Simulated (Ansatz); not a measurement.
`OB(S)[SiH2][SiH3]` + CH₄ → `CB(O)[SiH2][SiH3]` + H₂S  (formal exchange of groups at a B–S bond)

Isolated molecules relaxed with PBE0-D4/def2-TZVP in Ansatz; ΔE leaves out vibrations. CCSD(T)/CBS adds triple-zeta CCSD(T) − MP2 to the extrapolated MP2 energy (def2 sets, frozen cores). This one scheme is used for every species. DFT in def2-TZVPP. B3LYP here is the variant with VWN-RPA as its local correlation; programs differ in this. One conformer a species, not always the lowest.

(1) Is it downhill or uphill in electronic energy at CCSD(T)/CBS, and by how much? (Best estimate.)

(2) What do these levels give: PBE-D4, r2SCAN-D4, B3LYP-D4, r2SCAN, PBE0, HF/def2-TZVPP, MP2/def2-TZVPP, SCS-MP2/def2-TZVPP, CCSD(T)/def2-TZVPP, MP2/def2-QZVPP, SCS-MP2/def2-QZVPP, MP2/CBS(def2)? (Estimate.)

Largest T1 diagnostic among the species: 0.014.

## Answers

(1) Ansatz gave: Uphill: ΔE = +17.9 kcal/mol.

(2) The calculation gave: PBE-D4 18.7, r2SCAN-D4 19.0, B3LYP-D4 18.3, r2SCAN 18.9, PBE0 18.0, HF/def2-TZVPP 17.1, MP2/def2-TZVPP 19.1, SCS-MP2/def2-TZVPP 18.4, CCSD(T)/def2-TZVPP 17.7, MP2/def2-QZVPP 19.1, SCS-MP2/def2-QZVPP 18.4, MP2/CBS(def2) 19.3 kcal/mol.
